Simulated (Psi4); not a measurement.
C₄H₅ (SMILES [CH2]C#CC), doublet (typed; the unrestricted solution is spin-contaminated), at a GFN2-xTB geometry. Base run: Psi4 with CCSD(T)/def2-SVP.

Psi4 was given this input:
```
memory 2 GB

molecule {
0 2
  C    -0.01669866   -0.14473260    2.05451619
  C    -0.00572650   -0.05021694    0.70569704
  C     0.00420741    0.03413279   -0.51310411
  C     0.01585773    0.13725248   -1.95067878
  H    -0.94506085   -0.19981979    2.59400011
  H     0.90273351   -0.16585290    2.61141141
  H    -0.00059800    1.18728795   -2.25276024
  H     0.91722312   -0.32377874   -2.35724285
  H    -0.86013765   -0.35645090   -2.37399048
}

set basis def2-svp
set reference uhf
set freeze_core true

energy('ccsd(t)')
print_variables()
```

The base run was repeated with changes; each row names its change, and settings that it needs were set with it.

```tsv
change	ΔE vs base (kcal/mol)	MP2 correlation (Eh)	CC correlation without the perturbative part (Eh)	basis functions	core-seconds (rough)
base	0.000	-0.48888	-0.54096	81	200
method = mp3	22.11	-0.48867	-	81	8
method = ccsd	(withheld)	-0.48888	-0.54096	81	80
method = mp2	45.17	-0.48867	-	81	5
```

Task: Complete the blanks.

Result: 
- method = ccsd, ΔE vs base (kcal/mol): 12.34

Open shells are given as the SCF converged; they aren't shown to be the lowest states, and a large step between rows can be another state.
